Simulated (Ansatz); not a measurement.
Consider the atomization: `S=CN1C=[C]1[ZnH]` → 3 C• + 3 H• + N• + S• + Zn (atom).

Computed with Ansatz on PBE0-D4/def2-TZVP structures; ΔE is electronic, products minus reactants. CCSD(T)/CBS is the MP2 limit (def2-TZVPP, def2-QZVPP) plus CCSD(T) − MP2 in def2-TZVPP, frozen cores. This one scheme is used for every species, atoms too. For atomizations the MP2-based limit and the directly extrapolated one differ by several kJ/mol either way, and by 10 to 25 for some Ge, Se and Sn compounds, so smaller differences from it don't rank the levels. Functionals use def2-TZVPP. HSE06 is defined as in plane-wave codes. Open shells (•) are unrestricted, without spin–orbit coupling. Spin–orbit coupling would lower the free atoms: a little for C, S. For Zn outer-core shells are correlated without core-valence functions, so the limit isn't a true one: a few kJ/mol of doubt a bond, and 10 to 20 or more in all where bonds break to atoms. Scalar relativity is left out up to krypton. Each species was taken in one conformer, which may not be the lowest.

`S=CN1C=[C]1[ZnH]`:

Cartesian coordinates in Å:
```
S 1.685 -1.542 -1.896
C 0.360 -0.663 -1.541
N -0.328 -0.728 -0.373
C 0.283 -0.916 0.893
C -0.303 0.236 0.822
Zn -0.956 1.963 1.302
H -0.122 -0.022 -2.282
H 0.859 -1.674 1.395
H -1.478 3.345 1.681
```

| level | ΔE (eV) | difference from CCSD(T)/CBS |
| --- | --- | --- |
| PBE-D4 | 34.54 | 2.18 |
| r2SCANh-D4 | 32.59 | 0.23 |
| HSE06-D4 | 33.26 | 0.90 |
| ωB97X-V | 32.80 | 0.44 |
| PBE-QIDH | 32.58 | 0.22 |
| PBE | 34.29 | 1.93 |
| r2SCANh | 32.52 | 0.16 |
| HF/def2-TZVPP | 20.38 | -11.98 |
| MP2/def2-TZVPP | 32.59 | 0.23 |
| CCSD/def2-TZVPP | 30.24 | -2.12 |
| CCSD(T)/CBS | 32.36 | 0 |

Largest T1 diagnostic among the species: 0.019.

From r2SCAN to r2SCAN0 (25 % exact exchange), in def2-TZVPP and without D4, ΔE moves by −1.07 eV: exact exchange takes away binding that semilocal exchange gives to molecules. Leaving LDA and LC-ωPBE aside and taking each functional with its dispersion term where it has one, the values, not all of them listed here, spread over 3.80 eV, from BHLYP-D4 to PBE-D4. LDA lies +5.20 eV from PBE without D4, its usual overbinding.
